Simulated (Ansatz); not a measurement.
`C[N](C)[SbH2]` + H₂ → `[SbH3]` + `CNC` at 600 K and 1 bar (hydrogenolysis of the Sb–N bond).

Program: Ansatz. Geometries: PBE0-D4/def2-TZVP. ΔE: electronic, gas phase. CCSD(T)/CBS adds triple-zeta CCSD(T) − MP2 to the extrapolated MP2 energy (def2 sets, frozen cores). This one scheme is used for every species. def2 core potentials past Kr. For Sb outer-core shells are correlated without core-valence functions, which leaves a few kJ/mol of doubt a bond.

| species | CCSD(T)/CBS energy (Eh) | H − E (kJ/mol) | S (J/(mol·K)) |
| --- | --- | --- | --- |
| `C[N](C)[SbH2]` | -375.59739 | 309.7 | 433.8 |
| H₂ | -1.17544 | 43.9 | 150.8 |
| `[SbH3]` | -241.78682 | 75.6 | 266.4 |
| `CNC` | -135.00321 | 284.6 | 333.5 |

H − E and S are ideal-gas, rigid-rotor, harmonic terms from PBE0-D4/def2-TZVP. The MP2-based limit puts H₂ 0.8 mEh under its directly extrapolated value; such offsets cancel only in part. 1 Eh = 2625.50 kJ/mol, R = 8.31446 J/(mol·K).

Task: By hand: ΔE, ΔH, ΔS and ΔG.

Result: ΔE = (-241.78682) + (-135.00321) − (-375.59739) − (-1.17544) = -0.01720 Eh = -45.2 kJ/mol. Δ(H − E) = 75.6 + 284.6 − 309.7 − 43.9 = 6.6, so ΔH = -38.6 kJ/mol. ΔS = 266.4 + 333.5 − 433.8 − 150.8 = 15.3 J/(mol·K). ΔG = -38.6 − 600 × (15.3)/1000 = -47.8 kJ/mol.

Task: By hand: the equilibrium constant, and the temperature at which ΔG would vanish if ΔH and ΔS stayed fixed.

Result: log₁₀ K = −ΔG/(RT ln 10) = 4.2. ΔH and −TΔS have one sign here, so there is no such temperature.

ΔH outweighs TΔS. A doubt of 5 kJ/mol in ΔE shifts log₁₀ K by 0.4 here. These are equilibria of isolated gas molecules and say nothing of rates. Largest T1 diagnostic: 0.014 (customary marks: 0.02 for closed shells, 0.045 for open ones).
